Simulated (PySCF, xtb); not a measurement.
BrHOTe, SMILES O[Te]Br.

GFN2-xTB (xtb 6.7.1) at its own geometry gives an orbital gap of 3.21 eV and a dipole moment of 5.73 D.

Geometry: PBE0-D3(BJ)/def2-TZVP. The def2 effective core potentials stand for the cores of Te; spin–orbit coupling is left out. The values are those of a single conformer.

Task: What does PBE0/def2-TZVPD (PySCF) give? (Estimate from the structure and the level; the computed values follow.)

Result: gap 3.97 eV (levels -6.43 and -2.46 eV), dipole 1.88 D.
